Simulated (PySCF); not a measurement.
F2Sr, charge +1, doublet, geometry from GFN2-xTB (such geometries of metal compounds can be far from the true shape) (a state made from the parent by changing its charge; the spin is typed, not shown lowest) (core potentials on Sr); PySCF with B3LYP5/def2-SVP.

PySCF was given this input:
```python
from pyscf import gto, scf, dft

mol = gto.Mole()
mol.atom = '''
    Sr   -0.51111909   -0.11805827   -0.04548426
    F     0.91037426    1.34179717   -0.84459637
    F     1.24768413   -0.84332893    1.03664102
'''
mol.basis = 'def2-svp'
mol.ecp = {'Sr': 'def2-svp'}
mol.charge = 1
mol.spin = 1
mol.verbose = 4
mol.build()

mf = dft.UKS(mol)
mf.xc = 'b3lyp5'
mf.kernel()
```

What the program printed (banner, timings and long lists left out):

```
PySCF version 2.14.0

[INPUT] verbose = 4
[INPUT] num. atoms = 3
[INPUT] num. electrons = 27
[INPUT] charge = 1
[INPUT] spin (= nelec alpha-beta = 2S) = 1
[INPUT] symmetry False subgroup None
[INPUT] Mole.unit = angstrom
[INPUT] Symbol           X                Y                Z      unit          X                Y                Z       unit  Magmom
[INPUT]  1 Sr    -0.511119090000  -0.118058270000  -0.045484260000 AA   -0.965875097137  -0.223097797040  -0.085952794379 Bohr   0.0
[INPUT]  2 F      0.910374260000   1.341797170000  -0.844596370000 AA    1.720358022254   2.535629166016  -1.596055825102 Bohr   0.0
[INPUT]  3 F      1.247684130000  -0.843328930000   1.036641020000 AA    2.357781295666  -1.593660710623   1.958967617290 Bohr   0.0

nuclear repulsion = 58.2848976764709
number of shells = 21
number of NR pGTOs = 97
number of NR cGTOs = 51
basis = def2-svp
ecp = {'Sr': 'def2-svp'}

******** <class 'pyscf.dft.uks.UKS'> ********
method = UKS
initial guess = minao
damping factor = 0
level_shift factor = 0
DIIS = <class 'pyscf.scf.diis.CDIIS'>
diis_start_cycle = 1
diis_space = 8
diis_damp = 0
SCF conv_tol = 1e-09
SCF conv_tol_grad = None
SCF max_cycles = 50
direct_scf = True
direct_scf_tol = 1e-13
number electrons alpha = 14  beta = 13
XC library pyscf.dft.libxc version 7.1.2
    S. Lehtola, C. Steigemann, M. J. T. Oliveira, and M. A. L. Marques,  SoftwareX 7, 1–5 (2018)
XC functionals = b3lyp5
    P. A. M. Dirac,  Math. Proc. Cambridge Philos. Soc. 26, 376 (1930)
    F. Bloch,  Z. Phys. 57, 545 (1929)
    A. D. Becke,  Phys. Rev. A 38, 3098 (1988)
    C. Lee, W. Yang, and R. G. Parr,  Phys. Rev. B 37, 785 (1988)
    B. Miehlich, A. Savin, H. Stoll, and H. Preuss,  Chem. Phys. Lett. 157, 200 (1989)
    S. H. Vosko, L. Wilk, and M. Nusair,  Can. J. Phys. 58, 1200 (1980)
radial grids:
    Treutler-Ahlrichs [JCP 102, 346 (1995); DOI:10.1063/1.469408] (M4) radial grids

becke partition: Becke, JCP 88, 2547 (1988); DOI:10.1063/1.454033
pruning grids: <function nwchem_prune>
grids dens level: 3
symmetrized grids: False
atomic radii adjust function: <function treutler_atomic_radii_adjust>
small_rho_cutoff = 0
Set gradient conv threshold to 3.16228e-05
tot grids = 50440
init E= -218.000620529339

cycle= 1 E= -228.03646168297  delta_E=  -10  |g|= 1.58  |ddm|= 2.49
cycle= 2 E= -205.415937621585  delta_E= 22.6  |g|= 4.17  |ddm|= 5.88
cycle= 3 E= -229.677323247902  delta_E= -24.3  |g|= 0.744  |ddm|= 5.33
cycle= 4 E= -229.88671108628  delta_E= -0.209  |g|= 0.109  |ddm|= 0.561
cycle= 5 E= -229.896111716995  delta_E= -0.0094  |g|= 0.0622  |ddm|= 0.204
cycle= 6 E= -229.87835038377  delta_E= 0.0178  |g|= 0.209  |ddm|= 0.195
cycle= 7 E= -229.897777055404  delta_E= -0.0194  |g|= 0.0161  |ddm|= 0.169
cycle= 8 E= -229.897967725543  delta_E= -0.000191  |g|= 0.00407  |ddm|= 0.0227
cycle= 9 E= -229.898024718883  delta_E= -5.7e-05  |g|= 0.00209  |ddm|= 0.0162
cycle= 10 E= -229.89807255946  delta_E= -4.78e-05  |g|= 0.00128  |ddm|= 0.0204
cycle= 11 E= -229.898101488547  delta_E= -2.89e-05  |g|= 0.000263  |ddm|= 0.0307
cycle= 12 E= -229.898101599611  delta_E= -1.11e-07  |g|= 9.09e-05  |ddm|= 0.00136
cycle= 13 E= -229.898101610013  delta_E= -1.04e-08  |g|= 2.27e-05  |ddm|= 0.000433
cycle= 14 E= -229.898101610384  delta_E= -3.71e-10  |g|= 4.87e-06  |ddm|= 7.44e-05
Extra cycle  E= -229.89810161007  delta_E= 3.13e-10  |g|= 2.81e-05  |ddm|= 2.61e-05
converged SCF energy = -229.89810161007  <S^2> = 0.76140587  2S+1 = 2.0113735
```
